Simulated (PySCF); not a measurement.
**Polarisability and C₆ of S²⁺ (sulfur, charge +2)**

[Ne] 3s2 3p2, high-spin 3P determinant. Calculation: PySCF 2.14, in dyall-av3z (19s12p3d2f, 84 functions); the spin-free X2C one-electron Hamiltonian (Gaussian nucleus). Coupled (time-dependent) response in atomic units; α is the mean over directions.

| method | mean α (bohr³) | α xx, yy, zz | C₆ (like pair) | S(−4) |
| --- | --- | --- | --- | --- |
| UHF | 7.415 | 7.647, 7.300, 7.300 | 27.00 | 20.08 |
| PBE | 7.233 | 7.394, 7.152, 7.152 | 26.17 | 17.81 |
| PBE0 | 7.242 | 7.432, 7.148, 7.148 | 26.21 | 17.98 |
| B97-3 | 7.262 | 7.440, 7.173, 7.173 | 26.32 | 18.07 |
| wB97X-V | 7.266 | 7.473, 7.162, 7.162 | 26.36 | 17.97 |

S(−4) is the Cauchy moment in α(ω) = α(0) + S(−4) ω² + …

α(iu) at B97-3:

| u (hartree) | α(iu) (bohr³) |
| --- | --- |
| 0 | 7.262 |
| 0.0500 | 7.217 |
| 0.100 | 7.087 |
| 0.200 | 6.616 |
| 0.300 | 5.971 |
| 0.500 | 4.588 |
| 0.750 | 3.195 |
| 1.00 | 2.263 |
| 1.50 | 1.257 |
| 2.00 | 0.7900 |
| 3.00 | 0.3981 |
| 5.00 | 0.1671 |

A single London oscillator, α(iu) = α/(1 + u²/ω²), gives C₆ = (3/4) ω α². Matching the computed C₆ needs ω = 4 × 26.32 / (3 × 7.262²) = 0.665 hartree.

For an ion, C₆ is the dispersion term alone; charge-induced terms of lower order in 1/R come first.

The components differ because the open shell of this determinant is not spherical; for a pure term their mean is the scalar polarisability.
